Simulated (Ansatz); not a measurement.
Species: AgI, charge 0, multiplicity 3. The spin state was set by rule; other spins were not relaxed. 
Structure (B3LYP-D3(BJ)/def2-TZVP (Ansatz, a quantum-chemistry and plane-wave program) minimum search):
```
Ag
I 1 3.3694
```
Charge 0, spin multiplicity 3.

Computed values are from Ansatz. Correlated levels leave the core frozen unless marked. Open shells are spin-unrestricted. Spin-orbit coupling is left out. Frozen are the shells of the preceding noble gas and the d and f shells that filled before the atom's block. In def2 rows, elements after Kr have scalar-relativistic effective core potentials. Basis-set limits of correlation are two-point, X^-3; Hartree-Fock from the larger set.

Task: What is the T1 diagnostic at CCSD/def2-QZVPPD?

Result: 0.018.

Task: What is the dipole moment at CCSD(T)/def2-SVPD?

Result: 1.48 D.

Task: What is the total energy at CCSD(T)/CBS(def2-TZVPPD,def2-QZVPPD)?

Result: -443.3765 Eh.

Task: What is the atomisation energy De at CCSD(T)/CBS(def2-TZVPPD,def2-QZVPPD)?

Result: 5.7 kJ/mol.
